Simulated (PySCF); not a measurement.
Species: C3H7Al.
Structure used (PBE0-D3(BJ)/def2-SVP), in Å, numbered top down from 1:
```
atom  x, y, z in Å
C1    -0.379    1.060    0.983
C2    -0.083    0.105    0.081
C3    -1.142   -0.465   -0.820
Al4    1.791   -0.452    0.056
H5    -1.397    1.462    1.098
H6     0.378    1.488    1.651
H7    -0.882   -0.328   -1.883
H8    -1.250   -1.553   -0.675
H9    -2.129   -0.002   -0.650
H10    2.778    0.251    1.089
H11    2.321   -1.564   -0.956
```

The computed photoelectron lines, unassigned: C 1s: 289.80 (area 1), 290.16 (area 1), 290.68 (area 1) eV; Al 1s: 1566.63 eV.

Method used: delta-SCF UKS SCAN, pcX-2 on the ionised atom, pcseg-1 elsewhere, spin-free X2C in PySCF 2.14.0. Geometry: PBE0-D3(BJ)/def2-SVP; no solvent, vibrations or thermal averaging.

(1) Order the carbon atoms by C 1s binding energy.

Answers

(1) 289.80 eV: C2 (fully substituted alkene carbon); 290.16 eV: C1 (terminal =CH2 carbon); 290.68 eV: C3 (allylic carbon). The listed C 1s values span 0.88 eV, from C2 (bonded to C (double bond), C and Al) to C3 (bonded to C and 3 H). The widest gap between neighbouring values is 0.52 eV, between 290.16 and 290.68 eV. Summing the Pauling electronegativity differences to the bonded atoms, each weighted by its formal bond order, gives -0.94 for the lowest site and -1.05 for the highest; the largest sum, -0.70, belongs to C1, 0.52 eV below the top. The smallest sum, -1.05, belongs to C3, 0.88 eV above the lowest.

Bonded neighbours of each site: C1: C (double bond) and 2 H; C2: C (double bond), C and Al; C3: C and 3 H; Al4: C and 2 H.

Problem. Which photon wavelength matches the C 1s of C3 threshold?

Solution. λ = hc/E = 12398.42 eV Å / 290.68 eV = 42.653 Å.
